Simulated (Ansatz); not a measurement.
## How basis sets differ on C2H4AlFO (SMILES C=C[O][AlH][F])

C2H4AlFO has 9 atoms, charge 0, and is taken as a singlet. SMILES: `C=C[O][AlH][F]`. Geometry: relaxed at PBE0-D4/def2-TZVP. This is one conformer, not always the lowest.

Quantity: the HOMO–LUMO gap, in eV. The values are calculated.

```
      level          kind  program  value (eV)
  HF/STO-3G  Hartree–Fock   Ansatz       15.31
   HF/3-21G  Hartree–Fock   Ansatz       11.36
   HF/6-31G  Hartree–Fock   Ansatz       11.13
HF/def2-SVP  Hartree–Fock   Ansatz       11.66
```

The values span 11.13 to 15.31 eV. A Hartree–Fock LUMO above zero doesn't converge with the basis: it sinks as sets grow more diffuse. Orbital gaps aren't excitation energies.
